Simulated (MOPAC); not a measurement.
Input for MOPAC: PM3 on AlSi, 2S+1 = 4, a spin state set in the input, which need not be the lowest, a point of a bond scan (R = 2.426 Å).

```
PM3 1SCF PRECISE CHARGE=0 UHF MS=1.5 THREADS=1
AlSi

Al     0.00000000 1     0.00000000 1     0.00000000 1
Si     0.00000000 1     0.00000000 1     2.42581300 1
```

Output:

```
*******************************************************************************
 **                                                                           **
 **                              MOPAC v23.2.5                                **
 **                                                                           **
 *******************************************************************************
 ** MOPAC's Digital Object Identifier: https://doi.org/10.5281/zenodo.6511958 **
 **                                                                           **
 ** Please cite the open-source release paper for use of this MOPAC version:  **
 ** J. E. Moussa and J. J. P. Stewart (2026)                                  **
 ** MOPAC: An open-source semiempirical molecular orbital program             **
 ** J. Open Source Softw., 11(119), 8025, https://doi.org/10.21105/joss.08025 **
 *******************************************************************************

                              PM3 CALCULATION RESULTS

 *******************************************************************************
 *  PM3        - The PM3 Hamiltonian to be used
 *  UHF        - UNRESTRICTED HARTREE-FOCK CALCULATION
 *
 *
 *
 *                 CHARGE ON SYSTEM = 0
 *
 *
 *
 *  MS=        - IN MECI, MAGNETIC COMPONENT OF SPIN =  1.5
 *  PRECISE    - TIGHTER CRITERIA TO BE USED
 *  1SCF       - DO 1 SCF AND THEN STOP
 *  THREADS=1  - MULTI-THREADING NOT USED
 *  T=         - A TIME OF 172800.0 SECONDS REQUESTED
 *  DUMP=N     - RESTART FILE WRITTEN EVERY 7200.0 SECONDS REQUESTED
 *******************************************************************************
PM3 1SCF PRECISE CHARGE=0 UHF MS=1.5 THREADS=1
 AlSi

   ATOM   CHEMICAL          X               Y               Z
  NUMBER   SYMBOL      (ANGSTROMS)     (ANGSTROMS)     (ANGSTROMS)

     1      Al          0.00000000  *   0.00000000  *   0.00000000  *
     2      Si          0.00000000  *   0.00000000  *   2.42581300  *



          CARTESIAN COORDINATES

    NO.       ATOM           X           Y           Z

     1        Al          0.0000      0.0000      0.0000
     2        Si          0.0000      0.0000      2.4258

 Al: (PM3): J. J. P. STEWART, J. COMP. CHEM. 10, 209 (1989).
 Si: (PM3): J. J. P. STEWART, J. COMP. CHEM. 10, 209 (1989).

           Empirical Formula: Al Si  =     2 atoms



      MOLECULAR POINT GROUP   :   C*v


          UHF CALCULATION, NO. OF ALPHA ELECTRONS =    5
                           NO. OF BETA  ELECTRONS =    2

 -------------------------------------------------------------------------------
 PM3 1SCF PRECISE CHARGE=0 UHF MS=1.5 THREADS=1
 AlSi



     1SCF WAS SPECIFIED, SO BFGS WAS NOT USED
     SCF FIELD WAS ACHIEVED


                              PM3 CALCULATION
                                                       MOPAC v23.2.5 Linux




          FINAL HEAT OF FORMATION =         82.85041 KCAL/MOL =     346.64612 KJ/MOL


          COSMO AREA              =        110.76 SQUARE ANGSTROMS
          COSMO VOLUME            =        102.54 CUBIC ANGSTROMS

          IONIZATION POTENTIAL    =          7.294114 EV
          ALPHA SOMO LUMO (EV)    =         -7.294  1.021
          BETA  SOMO LUMO (EV)    =         -8.415  0.177
          NO. OF ALPHA ELECTRONS  =          5
          NO. OF BETA  ELECTRONS  =          2
          MOLECULAR WEIGHT        =         55.0670         POINT GROUP:  C*v

          MOLECULAR DIMENSIONS (Angstroms)

            Atom       Atom       Distance
           Si     2   Al     1     2.42581
           Si     2   Al     1     0.00000
           Al     1   Si     2     0.00000


          SCF CALCULATIONS        =          1





   ATOM   CHEMICAL          X               Y               Z
  NUMBER   SYMBOL      (ANGSTROMS)     (ANGSTROMS)     (ANGSTROMS)

     1      Al          0.00000000  *   0.00000000  *   0.00000000  *
     2      Si          0.00000000  *   0.00000000  *   2.42581300  *

                             CARTESIAN COORDINATES

   1   Al        0.000000000     0.000000000     0.000000000
   2   Si        0.000000000     0.000000000     2.425813000


           Empirical Formula: Al Si  =     2 atoms



      MOLECULAR POINT GROUP   :   C*v


          ALPHA EIGENVALUES
 -14.80450 -11.05952  -7.67700  -7.29411  -7.29411   1.02119   1.02119   1.61274


           BETA EIGENVALUES
 -14.01827  -8.41488   0.17743   0.23799   0.23799   1.62218   1.66985   1.66985


              NET ATOMIC CHARGES AND DIPOLE CONTRIBUTIONS

  ATOM NO.   TYPE          CHARGE      No. of ELECS.   s-Pop       p-Pop
    1         Al           0.845306        2.1547     1.91390     0.24079
    2         Si          -0.845306        4.8453     1.90727     2.93804
 DIPOLE           X         Y         Z       TOTAL
 POINT-CHG.     0.000     0.000    -9.849     9.849
 HYBRID        -0.000    -0.000     1.612     1.612
 SUM           -0.000    -0.000    -8.237     8.237


          ATOMIC ORBITAL ELECTRON POPULATIONS

     Atom    s        px        py        pz
    1 Al   1.91390   0.02588   0.02588   0.18904
    2 Si   1.90727   0.97412   0.97412   0.98979


                    (SZ)    =    1.500000
                    (S**2)  =    3.875850


          ATOMIC ORBITAL SPIN POPULATIONS

    Atom   Total    s     px     py     pz
         Atomic
    1 Al  0.1013 -0.031  0.026  0.026  0.081
    2 Si  2.8987  0.056  0.974  0.974  0.894

 **********************
 *                    *
 * JOB ENDED NORMALLY *
 *                    *
 **********************




 == MOPAC DONE ==
```

The run finished. Its determinant has ⟨S²⟩ = 3.88, a mixture of spin states.

Cost: around 0.010 core-seconds (rough).
